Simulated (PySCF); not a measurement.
## Trend along group 15: MI molecules

PBE0 with double-zeta basis sets in PySCF, for the lowest determinant that a PBE0 search found; no spin–orbit coupling. De refers to high-spin ground-configuration atoms. A positive dipole means M(−)I(+).

```json
{"M": "P", "basis": "x2c-SVPall", "state (unpaired electrons)": "triplet (π ↑↑)", "Re (Å)": "2.391", "ωe (cm⁻¹)": "374", "De (eV)": "2.48", "μ (D)": "0.03"}
{"M": "As", "basis": "def2-SVP", "state (unpaired electrons)": "triplet (π ↑↑)", "Re (Å)": "2.500", "ωe (cm⁻¹)": "260", "De (eV)": "2.39", "μ (D)": "-0.65"}
{"M": "Sb", "basis": "def2-SVP", "state (unpaired electrons)": "triplet (π ↑↑)", "Re (Å)": "2.704", "ωe (cm⁻¹)": "209", "De (eV)": "2.33", "μ (D)": "-1.67"}
```

The shortest bond is that of PI (2.391 Å), the longest that of SbI (2.704 Å).

The rows differ in basis set, which adds steps of its own.

Down a group the atoms grow and get heavier, so bonds lengthen and wavenumbers fall; this series shows no clear exception.

Spin–orbit coupling is left out, which matters for elements this heavy, above all for dissociation energies. States were picked by a PBE0 search and need not be the measured ground states.
